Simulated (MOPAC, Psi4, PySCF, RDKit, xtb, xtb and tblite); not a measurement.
Two geometries of SMILES CSc1cccc(O)c1, relaxed at GFN2-xTB with one dihedral held; other torsions can differ between them too.

Structure A

```
17

C      3.1185    -0.1885     0.2576
S      1.9891     1.1884    -0.1082
C      0.4049     0.3968    -0.1148
C      0.1146    -0.7170     0.6584
C     -1.1598    -1.2574     0.6152
C     -2.1475    -0.6935    -0.1669
C     -1.8596     0.4384    -0.9262
O     -2.8510     0.9769    -1.6827
C     -0.5827     0.9789    -0.8998
H      4.1098     0.1569    -0.0187
H      2.8401    -1.0483    -0.3433
H      3.0966    -0.4273     1.3170
H      0.8656    -1.1655     1.2884
H     -1.3845    -2.1293     1.2111
H     -3.1425    -1.1058    -0.2028
H     -2.5209     1.7537    -2.1505
H     -0.3441     1.8550    -1.4872
```

Structure B

```
17

C      3.1404    -0.1780     0.2262
S      1.9736     1.1636    -0.1358
C      0.3877     0.3851    -0.0673
C      0.1892    -0.9587     0.2099
C     -1.1021    -1.4609     0.2369
C     -2.1912    -0.6501    -0.0064
C     -1.9901     0.7005    -0.2847
O     -3.0777     1.4796    -0.5210
C     -0.7031     1.2128    -0.3142
H      4.1263     0.2750     0.1893
H      3.0619    -0.9527    -0.5309
H      2.9536    -0.5745     1.2199
H      1.0175    -1.6195     0.4044
H     -1.2546    -2.5078     0.4529
H     -3.1975    -1.0349     0.0131
H     -2.7984     2.3860    -0.6985
H     -0.5330     2.2592    -0.5290
```

Which is lower in energy at the level PBE0-D3(BJ)/def2-SVP // GFN2-xTB (Psi4), and by how much?

B is lower, by 2.63 kJ/mol (dihedral C1–S2–C3–C4: 30° in A, 0° in B).

E(B) − E(A) in kJ/mol at the other levels, on the same two geometries: GFN2-xTB (xtb and tblite) -1.58; MMFF94 // GFN2-xTB (RDKit) 0.82; PBE0/def2-SVP // GFN2-xTB (Psi4) -2.70; PBE/def2-SVP // GFN2-xTB (Psi4) -3.16; PBE-D3(BJ)/def2-SVP // GFN2-xTB (Psi4) -3.10; UFF // GFN2-xTB (RDKit) 16.95; PM3, restricted, heats of formation // GFN2-xTB (MOPAC) -1.72; PM6, restricted, heats of formation // GFN2-xTB (MOPAC) -1.14; GFN1-xTB // GFN2-xTB (xtb) -2.48; restricted B3LYP/6-31G*, spherical d, density fitting // GFN2-xTB (PySCF) -1.47; restricted Hartree-Fock/6-31G*, spherical d, density fitting // GFN2-xTB (PySCF) -0.66; restricted Hartree-Fock/3-21G, density fitting // GFN2-xTB (PySCF) 0.46; restricted B3LYP/3-21G, density fitting // GFN2-xTB (PySCF) -0.46.
